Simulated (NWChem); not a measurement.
Everything below was run with NWChem. System: C2H2Cl, charge 0, spin multiplicity 4, at the geometry of a parent with another charge or spin, in a state set for the comparison that need not be this species' ground state. Its SCF solution wasn't tested for a lower state. Level: UHF/def2-SVP.

NWChem printed:

```
             Northwest Computational Chemistry Package (NWChem) 7.3.0
             --------------------------------------------------------

                                NWChem Input Module
                                -------------------

 Scaling coordinates for geometry "geometry" by  1.889725989
 (inverse scale =  0.529177249)

 Turning off AUTOSYM since
 SYMMETRY directive was detected!

                             Geometry "geometry" -> ""
                             -------------------------

 Output coordinates in angstroms (scale by  1.889725989 to convert to a.u.)

  No.       Tag          Charge          X              Y              Z
 ---- ---------------- ---------- -------------- -------------- --------------
    1 C                    6.0000     1.69204300    -0.33524400     0.00000000
    2 C                    6.0000     0.43602000    -0.70152100     0.00000000
    3 Cl                  17.0000    -0.89345200     0.43591200     0.00000000
    4 H                    1.0000     2.31713000     0.55431200     0.00000000
    5 H                    1.0000     0.10316700    -1.74423100     0.00000000

 Effective nuclear repulsion energy (a.u.)      80.8548699039

            Nuclear Dipole moment (a.u.)
            ----------------------------
        X                 Y               Z
 ---------------- ---------------- ----------------
    -0.0000170075    -0.0000094486     0.0000000000

      Symmetry information
      --------------------

 Group name             Cs
 Group number              2
 Group order               2
 No. of unique centers     5

      Symmetry unique atoms

     1    2    3    4    5


 Summary of "ao basis" -> "" (spherical)
 ------------------------------------------------------------------------------
       Tag                 Description            Shells   Functions and Types
 ---------------- ------------------------------  ------  ---------------------
 *                          def2-svp                  on all atoms

 Summary of "ao basis" -> "ao basis" (spherical)
 ------------------------------------------------------------------------------
       Tag                 Description            Shells   Functions and Types
 ---------------- ------------------------------  ------  ---------------------
 C                          def2-svp                 6       14   3s2p1d
 Cl                         def2-svp                 8       18   4s3p1d
 H                          def2-svp                 3        5   2s1p

                                 NWChem SCF Module
                                 -----------------

  ao basis        = "ao basis"
  functions       =    56
  atoms           =     5
  alpha electrons =    17
  beta  electrons =    14
  charge          =   0.00
  wavefunction    = UHF
  use symmetry    = T
  symmetry adapt  = T

 Summary of "ao basis" -> "ao basis" (spherical)
 ------------------------------------------------------------------------------
       Tag                 Description            Shells   Functions and Types
 ---------------- ------------------------------  ------  ---------------------
 C                          def2-svp                 6       14   3s2p1d
 Cl                         def2-svp                 8       18   4s3p1d
 H                          def2-svp                 3        5   2s1p

      Symmetry analysis of basis
      --------------------------

        a'         41
        a"         15

 Forming initial guess at       0.0s

   Symmetry analysis of molecular orbitals - initial alpha
   -------------------------------------------------------

  Numbering of irreducible representations:

     1 a'          2 a"

  Orbital symmetries:

     1 a'          2 a'          3 a'          4 a'          5 a'
     6 a"          7 a'          8 a'          9 a'         10 a'
    11 a'         12 a'         13 a"         14 a'         15 a"
    16 a'         17 a"         18 a'         19 a'         20 a'
    21 a'         22 a'         23 a'         24 a"         25 a'
    26 a'         27 a"

   Symmetry analysis of molecular orbitals - initial beta
   ------------------------------------------------------

  Numbering of irreducible representations:
[...]
   Bfn.  Coefficient  Atom+Function         Bfn.  Coefficient  Atom+Function
  ----- ------------  ---------------      ----- ------------  ---------------
    48      2.157492  4 H  s                  3     -1.292339  1 C  s
     8     -0.758855  1 C  py                17     -0.735490  2 C  s
     7     -0.691969  1 C  px                32      0.313844  3 Cl s
    39      0.311995  3 Cl px                40     -0.294543  3 Cl py
    18      0.209413  2 C  px                21      0.167197  2 C  px

 Vector   20  Occ=0.000000D+00  E= 2.663799D-01  Symmetry=a'
              MO Center=  5.1D-01, -3.0D-01,  5.1D-15, r^2= 5.0D+00
   Bfn.  Coefficient  Atom+Function         Bfn.  Coefficient  Atom+Function
  ----- ------------  ---------------      ----- ------------  ---------------
    22      1.455140  2 C  py                53      1.235660  5 H  s
    48      1.206196  4 H  s                  8     -0.899471  1 C  py
     3     -0.892881  1 C  s                 32     -0.870498  3 Cl s
    39     -0.754243  3 Cl px                40      0.557785  3 Cl py
    21     -0.427304  2 C  px                19      0.350936  2 C  py

                     UHF Final Beta Molecular Orbital Analysis
                     -----------------------------------------

 Vector   12  Occ=1.000000D+00  E=-5.716763D-01  Symmetry=a'
              MO Center= -4.2D-01, -5.0D-02, -6.7D-16, r^2= 2.0D+00
   Bfn.  Coefficient  Atom+Function         Bfn.  Coefficient  Atom+Function
  ----- ------------  ---------------      ----- ------------  ---------------
    39      0.360483  3 Cl px                36      0.310569  3 Cl px
    19      0.305604  2 C  py                40     -0.193924  3 Cl py
    52     -0.184873  5 H  s                 32     -0.180201  3 Cl s
    33      0.180200  3 Cl px                37     -0.173961  3 Cl py
    18     -0.170454  2 C  px

 Vector   13  Occ=1.000000D+00  E=-4.647232D-01  Symmetry=a"
              MO Center= -7.7D-01,  3.4D-01,  4.2D-15, r^2= 1.3D+00
   Bfn.  Coefficient  Atom+Function         Bfn.  Coefficient  Atom+Function
  ----- ------------  ---------------      ----- ------------  ---------------
    41      0.627258  3 Cl pz                38      0.446403  3 Cl pz
    35      0.259746  3 Cl pz

 Vector   14  Occ=1.000000D+00  E=-4.507954D-01  Symmetry=a'
              MO Center= -7.5D-01,  2.8D-01, -2.3D-15, r^2= 1.5D+00
   Bfn.  Coefficient  Atom+Function         Bfn.  Coefficient  Atom+Function
  ----- ------------  ---------------      ----- ------------  ---------------
    40      0.512986  3 Cl py                39      0.396521  3 Cl px
    37      0.370147  3 Cl py                36      0.269565  3 Cl px
    34      0.212561  3 Cl py                52      0.160640  5 H  s
    33      0.156146  3 Cl px

 Vector   15  Occ=0.000000D+00  E= 3.215659D-02  Symmetry=a"
              MO Center=  8.8D-01, -4.7D-01, -2.2D-14, r^2= 2.0D+00
   Bfn.  Coefficient  Atom+Function         Bfn.  Coefficient  Atom+Function
  ----- ------------  ---------------      ----- ------------  ---------------
    23      0.405142  2 C  pz                20      0.326202  2 C  pz
     9      0.318548  1 C  pz                 6      0.276272  1 C  pz
    41     -0.265251  3 Cl pz

 Vector   16  Occ=0.000000D+00  E= 1.018429D-01  Symmetry=a'
              MO Center=  1.5D+00, -5.4D-01, -6.5D-17, r^2= 2.4D+00
   Bfn.  Coefficient  Atom+Function         Bfn.  Coefficient  Atom+Function
  ----- ------------  ---------------      ----- ------------  ---------------
     7      0.436339  1 C  px                 8     -0.365230  1 C  py
    39      0.336765  3 Cl px                 5     -0.288835  1 C  py
    53     -0.237093  5 H  s                 21      0.217243  2 C  px
     3      0.214891  1 C  s                 40     -0.202839  3 Cl py
     4      0.201786  1 C  px                32      0.199243  3 Cl s

 Vector   17  Occ=0.000000D+00  E= 2.176682D-01  Symmetry=a'
              MO Center=  2.0D-01, -1.9D+00, -1.0D-15, r^2= 3.8D+00
   Bfn.  Coefficient  Atom+Function         Bfn.  Coefficient  Atom+Function
  ----- ------------  ---------------      ----- ------------  ---------------
    53      2.282942  5 H  s                 17     -1.692681  2 C  s
    22      0.884265  2 C  py                48     -0.653681  4 H  s
     3      0.497336  1 C  s                 21      0.423884  2 C  px
    16     -0.209772  2 C  s                 40     -0.200257  3 Cl py
     7      0.156136  1 C  px

 center of mass
 --------------
 x =  -0.10123440 y =   0.04967001 z =   0.00000000

 moments of inertia (a.u.)
 ------------------
          61.539011547580          81.769189076945           0.000000000000
          81.769189076945         249.254581011271           0.000000000000
           0.000000000000           0.000000000000         310.793592558851

  Mulliken analysis of the total density
  --------------------------------------

    Atom       Charge   Shell Charges
 -----------   ------   -------------------------------------------------------
    1 C    6     6.08   1.99  0.91  0.39  1.93  0.84  0.03
    2 C    6     5.99   1.99  0.89  0.25  2.00  0.80  0.05
    3 Cl  17    17.16   2.00  1.99  1.21  0.76  5.94  2.08  3.14  0.04
    4 H    1     0.90   0.72  0.15  0.03
    5 H    1     0.88   0.73  0.13  0.03

  Mulliken analysis of the alpha density
  --------------------------------------

    Atom       Charge   Shell Charges
 -----------   ------   -------------------------------------------------------
    1 C    6     4.11   1.00  0.52  0.29  1.53  0.76  0.02
    2 C    6     3.49   0.99  0.47  0.16  1.30  0.52  0.03
    3 Cl  17     8.62   1.00  1.00  0.61  0.37  2.97  1.08  1.58  0.02
    4 H    1     0.38   0.32  0.04  0.02
    5 H    1     0.40   0.34  0.04  0.02

   Mulliken analysis of the beta density
   -------------------------------------

    Atom       Charge   Shell Charges
 -----------   ------   -------------------------------------------------------
    1 C    6     1.97   1.00  0.38  0.10  0.40  0.08  0.01
    2 C    6     2.50   1.00  0.42  0.09  0.70  0.28  0.02
    3 Cl  17     8.54   1.00  1.00  0.60  0.38  2.97  1.01  1.56  0.02
    4 H    1     0.52   0.40  0.11  0.01
    5 H    1     0.48   0.38  0.08  0.01

   Mulliken analysis of the spin density
   -------------------------------------

    Atom       Charge   Shell Charges
 -----------   ------   -------------------------------------------------------
    1 C    6     2.14   0.00  0.14  0.19  1.13  0.68  0.00
    2 C    6     0.99  -0.00  0.04  0.08  0.60  0.25  0.01
    3 Cl  17     0.09   0.00  0.00  0.01 -0.01  0.00  0.07  0.02  0.01
    4 H    1    -0.14  -0.08 -0.07  0.01
    5 H    1    -0.08  -0.04 -0.04  0.01

       Multipole analysis of the density wrt the origin
       ------------------------------------------------

     L   x y z        total         alpha         beta         nuclear
     -   - - -        -----         -----         ----         -------
     0   0 0 0     -0.000000    -17.000000    -14.000000     31.000000

     1   1 0 0      0.358685     -3.332542      3.691244     -0.000017
     1   0 1 0     -0.218330      1.317702     -1.536023     -0.000009
     1   0 0 1      0.000000      0.000000      0.000000      0.000000

     2   2 0 0    -18.406300    -88.634853    -62.860845    133.089398
     2   1 1 0      0.924586     23.637399     15.694735    -38.407548
     2   1 0 1     -0.000000     -0.000000      0.000000      0.000000
     2   0 2 0    -17.172716    -29.723007    -23.899751     36.450042
     2   0 1 1     -0.000000      0.000000     -0.000000      0.000000
     2   0 0 2    -19.193616    -12.082802     -7.110814      0.000000

 Task  times  cpu:        0.3s     wall:        0.3s

 Total times  cpu:        0.3s     wall:        0.3s
```

Problem. Write an NWChem input that would produce this output.

Solution. This is not unique; one that fits is 
```
start mol
memory heap 200 mb stack 900 mb global 1100 mb
geometry units angstroms nocenter noautoz
  C      1.692043    -0.335244     0.000000
  C      0.436020    -0.701521     0.000000
  Cl    -0.893452     0.435912     0.000000
  H      2.317130     0.554312     0.000000
  H      0.103167    -1.744231     0.000000
  symmetry group Cs
end
basis spherical
  * library def2-svp
end
scf
  uhf
  nopen 3
  maxiter 100
  thresh 1e-7
  semidirect memsize 60000000 filesize 0
  # guess.movecs holds the orbitals of an unrestricted PBE0 run
  vectors input guess.movecs output mol.movecs
end
task scf energy
```
